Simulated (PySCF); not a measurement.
PySCF 2.14 output of an unrestricted BLYP calculation on a single atom or ion in aug-cc-pV(Q+d)Z, with the non-relativistic Hamiltonian (point nucleus):

```
SCF conv_tol = 1e-09
number electrons alpha = 9  beta = 5
    A. D. Becke.,  Phys. Rev. A 38, 3098 (1988)
    C. Lee, W. Yang, and R. G. Parr.,  Phys. Rev. B 37, 785 (1988)
    B. Miehlich, A. Savin, H. Stoll, and H. Preuss.,  Chem. Phys. Lett. 157, 200 (1989)
cycle= 1 E= -288.966908326034  delta_E= -0.00643  |g|= 0.0427  |ddm|= 3.61
cycle= 2 E= -288.967134337698  delta_E= -0.000226  |g|= 0.0111  |ddm|= 0.911
cycle= 3 E= -288.967144482297  delta_E= -1.01e-05  |g|= 0.000697  |ddm|= 0.189
cycle= 4 E= -288.967144734601  delta_E= -2.52e-07  |g|= 0.000169  |ddm|= 0.0078
cycle= 5 E= -288.96714476158  delta_E= -2.7e-08  |g|= 2.02e-05  |ddm|= 0.00254
cycle= 6 E= -288.967144761879  delta_E= -2.99e-10  |g|= 1.57e-06  |ddm|= 0.000274
converged SCF energy = -288.967144761879  <S^2> = 6.0000081  2S+1 = 5.0000033
```

The run itself started from symmetry-adapted Hartree-Fock orbitals and held the occupation by maximum overlap, on a logarithmic radial grid, so the iterations belong to that start.

Task: Which element, charge and spin multiplicity is this?

Result: Si (silicon, neutral), multiplicity 5; the state was [Ne] 3s1 3p2 3d1, one real determinant (an excited configuration).

⟨L²⟩ = 7.92 against 12 for a pure F term, so this real determinant mixes terms. The outer electron is Rydberg-like, and this basis confines it to a smaller radius and binds it less than a complete one would.
